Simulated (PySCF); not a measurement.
C₃H₇NSi₂, SMILES [SiH3]C1=C[SiH2]N=C1. Heavy atoms are numbered as in [SiH3:1][C:2]1=[CH:3][SiH2:4][N:5]=[CH:6]1. Hydrogens are named by the atom that carries them.

Coordinates come from a PBE0-D3(BJ)/def2-SVP optimisation. The geometry has at least one imaginary mode, so it is a saddle point at that level. The structure was generated by enumeration, and PubChem lists no compound with its InChIKey, so it may never have been made.

Calculation: KT2/pcSseg-1 (PySCF).

GIAO shieldings, no solvent; atoms alike by connectivity are averaged. δ = σ(ref) − σ: ²⁹Si against TMS (σ = 361.9 ppm); ¹³C against TMS (σ = 185.1 ppm); ¹⁵N against NH3 (σ = 266.2 ppm); ¹H against TMS (σ = 31.47 ppm), references at their B3LYP-D3(BJ)/def2-TZVP geometries, non-relativistic.

```
nucleus       atoms  count  δ (ppm)
-------  ----------  -----  -------
²⁹Si     Si4 (SiH2)      1     -7.3
²⁹Si     Si1 (SiH3)      1    -83.5
¹³C         C6 (CH)      1    175.6
¹³C         C3 (CH)      1    157.3
¹³C              C2      1    151.1
¹⁵N              N5      1    338.2
¹H          H on C6      1     8.94
¹H          H on C3      1     7.78
¹H         H on Si4      2     5.50
¹H         H on Si1      3     4.69
```
